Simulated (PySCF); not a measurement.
# Simulated absorption spectrum

Compound: GeH2Me(vinyl), C3H8Ge.
Z-matrix (Å and degrees, PBE0-D3(BJ)/def2-SVP geometry), rows numbered from 1:
```
Ge
H   1  1.5437
H   1  1.5445  2  109.01
C   1  1.9544  2  110.48  3  -120.09
H   4  1.0996  1  110.73  2    62.78
H   4  1.0997  1  110.07  2   -57.51
H   4  1.0999  1  110.29  2  -177.22
C   1  1.9424  2  107.75  3   119.11
C   8  1.3365  1  123.47  2     5.46
H   8  1.0980  1  118.06  2  -175.42
H   9  1.0962  8  121.88  1    -1.04
H   9  1.0963  8  122.09  1   179.14
```

The calculation used TDDFT B3LYP/def2-SVPD, vertical, gas phase, core orbitals frozen in the response in PySCF 2.14.0, density-fitted response routines. The B3LYP/def2-SVPD calculation is non-relativistic and has no spin–orbit coupling, an omission that weighs most on germanium.

Each state is given a Gaussian of 0.5 eV full width at half maximum, with ε(max) = 2.175×10⁸ f / Δν̃ (Δν̃ the width in cm⁻¹). The cross-section is σ = 3.8235×10⁻²¹ ε cm², given in Mb (10⁻¹⁸ cm²). The width is an assumption, not a result. The curve ends short of the highest state used, and states not computed would add to its high-energy end.

λ (nm), σ (Mb) and a bar:
```
    155.2      26.60 ############
    156.9      27.75 ############
    158.7      27.57 ############
    160.4      25.51 ###########
    162.2      21.80 ##########
    163.9      17.88 ########
    165.7      14.49 ######
    167.4      12.90 ######
    169.2      13.68 ######
    170.9      17.32 ########
    172.6      24.13 ###########
    174.4      34.53 ###############
    176.1      46.12 ####################
    177.9      57.84 #########################
    179.6      65.78 #############################
    181.4      68.71 ##############################
    183.1      65.67 #############################
    184.8      57.89 #########################
    186.6      46.60 ####################
    188.3      35.25 ###############
    190.1      24.40 ###########
    191.8      16.20 #######
    193.6       9.90 ####
    195.3       5.94 ###
    197.0       3.43 #
    198.8       1.86 #
    200.5       1.02 
    202.3       0.53 
    204.0       0.29 
    205.8       0.15 
    207.5       0.08 
    209.2       0.04 
    211.0       0.02 
    212.7       0.01 
    214.5       0.00 
    216.2       0.00
```

Problem. Where are the band maxima, and which computed states make them?

Solution. 181 nm (6.84 eV), ε about 18000, made up of S2 (96%); 158 nm (7.86 eV), ε about 7300, made up of S6 (21%), S7 (39%) and S9 (21%) (ε in L mol⁻¹ cm⁻¹; maxima over ε = 5, shares over 10%). The states used: S1 6.48 eV (f 0.0048); S2 6.83 eV (f 0.321); S3 7.11 eV (f 0.024); S4 7.33 eV (f 0.0063); S5 7.43 eV (f 0.012); S6 7.68 eV (f 0.042); S7 7.83 eV (f 0.054); S8 7.87 eV (f 0.0069); S9 7.96 eV (f 0.032); S10 8.11 eV (f 0.014); S11 8.17 eV (f 0.012); S12 8.32 eV (f 0.027); S13 8.43 eV (f 0.028); S14 8.50 eV (f 0.077); S15 8.59 eV (f 0.048).

Problem. Coming from long wavelengths, where does ε first pass 100 L mol⁻¹ cm⁻¹?

Solution. At about 203 nm (6.10 eV), 0.38 eV below S1.

Problem. What would ε be at 6.84 eV, the highest of these maxima, with half the width (0.25 eV)?

Solution. About 34500 L mol⁻¹ cm⁻¹ against 18000, a factor of about 1.9; a lone state at its own centre would give exactly 2.

Problem. On this curve, what absorbance would a 10⁻³ mol/L sample give at 193 nm over a 1 cm path?

Solution. 193 nm is 6.424 eV, where ε is about 3100 L mol⁻¹ cm⁻¹, so A = ε c l ≈ 3.1 (Beer–Lambert, with the gas-phase spectrum and the assumed width).

All these states lie below the vertical ionisation energy of 9.73 eV (ΔSCF).

The run took 79 s wall (with the writing of density and orbital grids) on one thread, Intel Xeon Platinum 8488C (x86_64), no GPU, shared host, and the process peaked at 0.80 GiB of memory.

One conformer stands for the species.
